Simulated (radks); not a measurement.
Values are calculated unless marked as measured or tabulated.
Mg IV, configuration [He] 2s1.5 2p5.5 (fractional occupations, a model configuration).

Code: a radial shooting solver on a logarithmic mesh with Libxc functionals. Model: scalar-relativistic Kohn-Sham, PBEsol, spin-polarised, spherical densities, point nucleus; open shells are filled with parallel spins first.

Energy parts (eV):
total: -5318.492
kinetic: 5325.097
electron-nucleus: -12339.443
Hartree: 2092.067
exchange-correlation: -396.213

Orbitals (lengths in bohr, moments of r in powers of bohr):
| orbital | occ. | eigenvalue (eV) | <r^4> |
|---|---|---|---|
| 1s up | 1 | -1313.854 | 0.001379 |
| 1s down | 1 | -1312.462 | 0.001376 |
| 2s up | 1 | -129.7434 | 0.5322 |
| 2s down | 0.5 | -127.0062 | 0.5486 |
| 2p up | 3 | -96.9951 | 0.5852 |
| 2p down | 2.5 | -94.2809 | 0.6137 |

The highest occupied level is 2p down at -94.281 eV. The density falls to 0.001 e/bohr^3 at r = 2.05 bohr. Summed over all electrons, <r^2> = 3.724 bohr^2, which gives a Langevin (diamagnetic) susceptibility term of -2.95 x 10^-6 cm^3/mol.
